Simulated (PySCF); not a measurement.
Job file and geometry (Å, from GFN2-xTB) of an NMR shielding run on `InChI=1S/BH8N3Si/c2-1-4-5-3/h1,4H,2-3,5H2`, GIAO PBE0/pcSseg-1 NMR shielding, non-relativistic, gas phase in PySCF; density fitting, a coarse starting grid and PySCF grid level 2 are the driver's defaults:

```
$ OMP_NUM_THREADS=1 python probes_run.py task.json out

{"job": {"kind": "nmr", "xc": "PBE0", "basis": "pcSseg-1"}, "charge": 0, "multiplicity": 1}
N      2.565217     0.776738     0.169564
B      1.324542     0.453342     0.726400
N      0.253577     0.036230    -0.099298
Si    -1.319740    -0.505761     0.354861
N     -2.134224    -0.680244    -1.161383
H      2.763576     0.721692    -0.814985
H      3.354543     1.078553     0.711065
H      1.168517     0.535398     1.884102
H      0.460726    -0.038520    -1.084648
H     -1.909006     0.468784     1.286888
H     -1.334074    -1.852492     0.939224
H     -3.047008    -1.103708    -1.142831
H     -2.151033     0.110474    -1.786688
```

Q: What does the program print?

A: 
```
coarse grid: 10856 points
cycle   1  E = -483.0506548060  dE =  4.233e-01  |g| = 6.337e-01  |ddm| = 3.075e+00
cycle   2  E = -482.9995906859  dE =  5.106e-02  |g| = 8.088e-01  |ddm| = 1.123e+00
cycle   3  E = -483.1384390468  dE = -1.388e-01  |g| = 5.834e-02  |ddm| = 6.757e-01
cycle   4  E = -483.1391751725  dE = -7.361e-04  |g| = 2.115e-02  |ddm| = 6.374e-02
cycle   5  E = -483.1392669353  dE = -9.176e-05  |g| = 7.958e-03  |ddm| = 1.813e-02
cycle   6  E = -483.1392796658  dE = -1.273e-05  |g| = 2.011e-03  |ddm| = 5.946e-03
cycle   7  E = -483.1392805827  dE = -9.169e-07  |g| = 3.054e-04  |ddm| = 1.705e-03
final grid: 99088 points
cycle   8  E = -483.1571493840  dE = -1.940e-05  |g| = 8.836e-03  |ddm| = 1.617e-02
cycle   9  E = -483.1571373037  dE =  1.208e-05  |g| = 1.180e-02  |ddm| = 1.463e-02
cycle  10  E = -483.1571656728  dE = -2.837e-05  |g| = 4.603e-04  |ddm| = 8.096e-03
cycle  11  E = -483.1571657232  dE = -5.045e-08  |g| = 1.441e-04  |ddm| = 5.092e-04
cycle  12  E = -483.1571657278  dE = -4.525e-09  |g| = 4.793e-05  |ddm| = 1.305e-04
cycle  13  E = -483.1571657282  dE = -4.109e-10  |g| = 1.675e-05  |ddm| = 4.380e-05
converged SCF energy = -483.1571657282

GIAO shielding tensors (ppm)
atom      isotropic    diamagn.    paramagn.     s11        s22        s33       span
  0 N      189.995     316.712    -126.718    125.676    204.751    239.557    113.881
  1 B       75.907     195.863    -119.956     41.896     68.978    116.848     74.951
  2 N      192.215     324.714    -132.498    128.748    194.968    252.929    124.181
  3 Si     381.176     879.811    -498.635    353.566    366.029    423.933     70.367
  4 N      255.621     316.407     -60.787    215.158    260.022    291.682     76.525
  5 H       29.277      31.864      -2.587     23.929     27.202     36.700     12.771
  6 H       28.862      29.178      -0.316     23.428     25.283     37.876     14.447
  7 H       27.539      31.314      -3.774     25.512     28.040     29.066      3.553
  8 H       29.994      35.551      -5.557     23.437     30.796     35.748     12.311
  9 H       26.228      29.902      -3.674     22.855     24.633     31.197      8.342
 10 H       26.581      29.610      -3.029     23.414     24.570     31.758      8.343
 11 H       31.761      29.006       2.755     24.557     26.858     43.868     19.312
 12 H       31.660      31.736      -0.076     24.495     28.790     41.695     17.200
```

Size and cost of the density-fitted run: 132 basis functions, 8.3 s wall time on 1 thread of an Arm Neoverse V2, shared host; peak memory 0.61 GiB.
